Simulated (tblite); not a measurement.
Task: Give a GFN2-xTB geometry of `CCn1ncc(C(C)C)n1`.

Result: 
```xyz
23
C7H13N3 angstrom
C      3.609   -0.673    0.270
C      2.903    0.445   -0.493
N      1.523    0.535   -0.113
N      1.112    1.278    0.884
C     -0.194    1.067    0.944
C     -0.539    0.158   -0.067
C     -1.873   -0.398   -0.436
C     -2.811    0.731   -0.868
C     -2.466   -1.179    0.739
N      0.580   -0.154   -0.712
H      3.132   -1.627    0.062
H      3.564   -0.484    1.340
H      4.651   -0.728   -0.033
H      3.366    1.409   -0.272
H      2.936    0.251   -1.567
H     -0.805    1.557    1.673
H     -1.720   -1.079   -1.279
H     -3.770    0.326   -1.180
H     -2.978    1.422   -0.044
H     -2.381    1.285   -1.700
H     -3.421   -1.616    0.455
H     -1.795   -1.979    1.042
H     -2.626   -0.521    1.591
```

Orientation and origin are arbitrary. Atoms count from 1 in this order. N10 (pyridine-type nitrogen) is bent (angle 105.1°). Of the pairs four or more bonds apart, C5···H19 is among the closest relative to their van der Waals radii: 2.98 Å, 103 % of the sum of Bondi's values. The 5-membered ring N3–N4–C5–C6–N10 has internal angles of 104.7° to 114.8°; it is planar, 0.00 Å rms from its mean plane, widest ring torsion 0°. The 3 C–N bonds span 1.324 Å (N4–C5, aromatic) to 1.434 Å (C2–N3, drawn single), a spread of 0.110 Å.

Bonds between heavy atoms (Å): C1–C2 1.526, C2–N3 1.434, N3–N4 1.310, N4–C5 1.324, C5–C6 1.403, C6–C7 1.492, C7–C8 1.530, C7–C9 1.530, C6–N10 1.329, N3–N10 1.312.

Computed geometry: GFN2-xTB, gas phase.

Point group: C1 (no symmetry element, even within 0.4 Å). Its GFN2-xTB frequencies are all real (lowest 21 cm⁻¹). The numbers are those of one conformer (C1–C2–N3–N4 89°, C5–C6–C7–C8 62°). 3 starts were optimised and ended at 0.00, 0.00 and 0.24 kcal/mol (GFN2-xTB); the lowest of these is shown.

Time: 0.31 s wall. Hardware: one thread of an Arm Neoverse V1, no GPU (shared host). This is the geometry optimisation.
